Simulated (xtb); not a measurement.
LuF2, SMILES [F][Lu+][F], charge +1. All values are semi-empirical tight-binding results from xtb (GFN2-xTB unless named), good for trends rather than for accurate numbers. Coordinates come from a GFN2-xTB optimisation. The spin state was assumed, not searched. The isomer is the one that the SMILES or the coordinates give; other isomers of the formula were not compared.

For metal compounds this method's bond lengths and energies can be far off.

Computed properties:
```yaml
point_group_as_xtb_finds_it: C2v
orbital_gap: 2.18 eV
zero_point_energy: 1.2 kcal/mol
G − E(el) at 298.15 K (modified RRHO): -16.7 kcal/mol
```
